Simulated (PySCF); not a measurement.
A calculated (MN15, PySCF 2.14, aug-cc-pVDZ, no relativity, point nucleus) atom or ion has these occupied shells.

```tsv
shell	electrons	orbital energy (eV)	rms radius, mean of both spins (bohr)
1s β	1	-7516.0	0.0659
1s α	1	-7516.0	0.0659
2s α	1	-893.12	0.283
2s β	1	-892.77	0.283
2p α	3	-790.48	0.250
2p β	3	-789.81	0.250
3s α	1	-120.41	0.857
3s β	1	-118.60	0.857
3p α	3	-88.856	0.895
3p β	3	-86.121	0.895
3d α	5	-31.858	1.14
3d β	2	-28.668	1.14
```

**Question.** Name the element and its charge.

**Answer.** Co²⁺ (cobalt, charge +2), in [Ar] 3d7, high-spin 4F determinant.
